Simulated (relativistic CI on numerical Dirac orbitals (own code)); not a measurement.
# Spin-allowed bands of a d8 ion in a tetrahedral site, by hand

Problem. Take Δ = 4250 cm⁻¹ and B = 540 cm⁻¹ for a d8 ion in a tetrahedral site. Calculate the three spin-allowed bands.

Working.
1. The terms of highest spin are 3F (energy 0) and 3P (15B = 8100 cm⁻¹). Here the F term splits into A2 at +1.2Δ = 5100, T2 at +0.2Δ = 850 and T1 at −0.6Δ = -2550 cm⁻¹.
2. The two T1 states mix through the element 0.4Δ: H = [[-2550, 1700], [1700, 8100]], with roots ½(H₁₁ + H₂₂) ∓ ½√[(H₂₂ − H₁₁)² + 4H₁₂²] = ½(5550) ∓ ½(11180) = -2815 and 8365 cm⁻¹.
3. The ground term is 3T1 at -2815 cm⁻¹.
4. Bands: 3T2 3665 cm⁻¹ (2729 nm), 3A2 7915 cm⁻¹ (1263 nm), 3T1(P) 11180 cm⁻¹ (894 nm).

Check. Exact diagonalisation of the whole d8 shell with these parameters gives 3T2 3665, 3A2 7915, 3T1 11180 cm⁻¹. The match is exact, since without spin-orbit coupling no other term has this spin. The ratio of the second band to the first, 2.160, depends on Δ/B = 7.9 alone, which is how a Tanabe-Sugano diagram is read.
